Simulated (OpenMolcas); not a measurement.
# S+: effect of the level shift or regulariser

```yaml
Program: OpenMolcas 26.06
Basis: ANO-RCC [8s7p5d4f2g]
Scalar_Hamiltonian: DKH2, point nucleus
Active_space: 5 electrons in 8 orbitals (3s 3p 4s 4p)
State_averaging: 2S+1 = 4 odd, 1 root; 2S+1 = 2 odd, 8 roots; 2S+1 = 4 even, 3 roots; 2S+1 = 2 even, 6 roots
Spin-orbit_coupling: state interaction with AMFI integrals over the reference wave functions, term energies averaged over their components
```

Methods on the same reference wave functions:
A. CASSCF
B. SS-CASPT2, IPEA 0.25 Eh, imaginary shift 0.1 Eh (closed shells correlated: 2s 2p)
C. SS-CASPT2, IPEA 0.25 Eh, sigma2 regulariser 0.3 Eh (closed shells correlated: 2s 2p)

Energies in cm⁻¹ above 3s² 3p³ ⁴S°_3/2, the measured ground level; measured values from NIST Handbook of Basic Atomic Spectroscopic Data.

| Level | A | B | C | Measured |
| --- | --- | --- | --- | --- |
| 3s² 3p³ ⁴S°_3/2 | 0.0 | 0.0 | 0.0 | 0.0 |
| 3s² 3p³ ²D°_3/2 | 18707 | 15340 | 15340 | 14853 |
| 3s² 3p³ ²D°_5/2 | 18751 | 15370 | 15370 | 14885 |
| 3s² 3p³ ²P°_1/2 | 25365 | 24970 | 24970 | 24525 |
| 3s² 3p³ ²P°_3/2 | 25399 | 24990 | 24990 | 24572 |
| 3s 3p⁴ ⁴P_5/2 | 85867 | 82880 | 83040 | 79395 |
| 3s 3p⁴ ⁴P_3/2 | 86186 | 83200 | 83360 | 79757 |
| 3s 3p⁴ ⁴P_1/2 | 86372 | 83380 | 83540 | 79963 |

Deviations, from unrounded energies. A percentage is the sum of absolute deviations over the sum of measured energies, with the sign that they share, or ± where signs differ.

```tsv
Against measurement	Levels	A	B	C
mean absolute deviation (cm-1)	7	4100	1700	1800
other terms of the ground configuration (%)	4	+11.9	+2.3	+2.3
other configurations (%)	3	+8.1	+4.3	+4.5
```

B, C lie about equally close to measurement and A furthest from it. The largest miss of B in the table is 3s 3p⁴ ⁴P_5/2, by +3500 cm-1. The ranking rests on the paired levels alone, and a cruder setting can come out closer through cancelling errors.

Between B and C the level of the table that moves most is 3s 3p⁴ ⁴P_5/2, by 160 cm-1 (lowest in B, highest in C). Moves below CASPT2's spread within the term are not significant.

The mean deviations of B to C differ by less than CASPT2's widest spread within a term (73 cm-1), so their order carries little weight.

From A to B the spin-free energies of the other terms of 3s² 3p³ shown, above ⁴S°, scale by factors of 0.82 to 0.98.

The lowest spin-free term lies below A's lowest term by 0.254 hartree in B, 0.254 hartree in C.

CASPT2 does not keep the components of a term degenerate, so their means are used; among the terms shown or strongly mixed into the levels shown the widest spread is 73 cm-1 (3s² 3p³ ²D°, C). Over all roots computed the reference weight is 0.83 to 0.95 in B, 0.88 to 0.95 in C; the roots of lowest weight are the least certain, and an intruder state may touch them. Active for correlation alone: 4p 4s; no level in the range computed is led by a configuration that fills them, so any true level of that kind is missing. Terms of s pⁿ other than that of highest spin mix with s² pⁿ⁻² d, which this space lacks; all of them can be thousands of cm-1 off, and some have no real level of that name. Without dynamic correlation excited terms often stand tens of per cent too high (terms of higher spin than the ground term too low), and those without a measured partner can miss by more than the paired ones (holds for A). Measured partners are found by configuration, term and J. A level has none where our copy of the source lacks it or the pairing is in doubt (some pairs that miss far off the trend of their configuration count as doubtful), and it then counts in no deviation. Levels of configurations outside the active space are missing. Levels that lie high or do not pair safely by name in every column are left out.

° marks odd parity.
